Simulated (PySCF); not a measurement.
Al(Cl)(Me)(OSiH3) (CH6AlClOSi), SMILES [CH3][Al]([Cl])[O][SiH3]. Atoms are numbered in the order given.

```xyz
11

Al     0.4024     0.6839     0.0000
Cl    -1.4422     1.7118     0.0000
C      2.0759     1.6583     0.0000
H      2.9459     0.9836     0.0000
H      2.1439     2.3130    -0.8850
H      2.1439     2.3130     0.8850
O      0.3354    -1.0094     0.0000
Si    -0.1556    -2.5882     0.0000
H      0.3693    -3.2794    -1.2133
H      0.3693    -3.2794     1.2133
H     -1.6450    -2.6817     0.0000
```
Charge 0, spin multiplicity 1.

The structure is a stationary point at B3LYP-D3(BJ)/def2-SVP. The structure was generated by enumeration; whether it is a known compound was not checked. Other conformers were not sampled.

Level of theory: PySCF 2.14.0 with TDDFT-PBE/def2-SVPD.

Vertical excitations. The molecule is in vacuum. State labels are in the subgroup Cs.

```csv
state,symmetry,energy (eV),λ (nm),f,main pairs
S1,A',5.82,213,0.011,HOMO→LUMO 96 %
S2,A",5.96,208,0.000,HOMO−1→LUMO 98 %
S3,A",6.05,205,0.002,HOMO→LUMO+1 97 %
S4,A',6.20,200,0.072,HOMO−2→LUMO 89 %
S5,A",6.38,194,0.002,HOMO−2→LUMO+1 94 %
S6,A',6.41,193,0.110,HOMO−1→LUMO+1 93 %
S7,A",6.58,189,0.030,HOMO−3→LUMO 95 %
S8,A',6.73,184,0.042,HOMO−4→LUMO 89 %
S9,A",6.96,178,0.006,HOMO−4→LUMO+1 97 %
S10,A',7.09,175,0.038,HOMO−3→LUMO+1 85 %
T1,A',5.62,221,0,HOMO→LUMO 97 %
T2,A",5.80,214,0,HOMO−1→LUMO 94 %
T3,A',5.86,212,0,HOMO−2→LUMO 94 %
T4,A",5.92,210,0,HOMO→LUMO+1 85 %
```
Triplets are in the Tamm–Dancoff approximation, which puts them higher than full response would, so one can lie above its singlet here.
